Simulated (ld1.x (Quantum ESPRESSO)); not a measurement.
**Tb, TM: configuration errors across variants**

Tb, norm-conserving Troullier–Martins (Kleinman–Bylander form), made with ld1.x (Quantum ESPRESSO) 7.5 (LDA (PZ), scalar-relativistic). Core [Xe] 4f8, reference 5d1 6s1 6p1. Waves: 6p (bound): rc 3.35 bohr; 5d (bound): rc 2.25 bohr; 6s (bound): rc 2.40 bohr. Local part: the s channel. Core correction: a·sin(br)/r model core inside 2.05 bohr.

All-electron excitation energies from the reference (eV): (1) 5d1 6s2 6p0 -3.034; (2) 5d1 6s1 6p0 3.919; (3) 5d1 6s0 6p0 16.464; (4) 5d2 6s1 6p0 -1.094; (5) 5d2 6s0 6p0 5.250; (6) 5d1.5 6s1.5 6p0 -2.107; (7) 5d1 6s0 6p1 7.701.

5 further variants failed, have other tests or too few solved ones, and are left out.

A true bound ghost makes a file unfit for plane-wave use even where its test errors are small: the radial tests pick states by their node count and pass the ghost by.

Errors AE − PS in meV (a dash: test not solved or not reliable):

```csv
change,(1),(2),(3),(4),(5),(6),(7),bound ghosts
base,-2.7,-2.7,-35,-55,-66,-22,-8.3,none
"all radii but the core radius scaled by about 1.15 (s 2.76, p 3.86, d 2.58 bohr)",-4.8,-3.2,-33,-71,-91,-30,-8.1,none
core correction a·sin(br)/r model core inside 0.96 bohr,-2.9,-2.8,-36,-59,-75,-24,-9.0,none
local potential all-electron potential smoothed inside 3.15 bohr (lloc = -1),+0.8,-1.5,-33,-41,-64,-12,+2.5,s
wave 6p (bound): rc 3.35 bohr becomes 6p (bound): rc 2.56 bohr,-1.2,-1.7,-43,-36,-42,-12,-8.3,p
```

Problem. Give the same row for: wave 5d (bound): rc 2.25 bohr becomes 5d (bound): rc 2.58 bohr.

Solution. -2.7, -2.7, -35, -54, -66, -22, -8.3; bound ghosts: none.
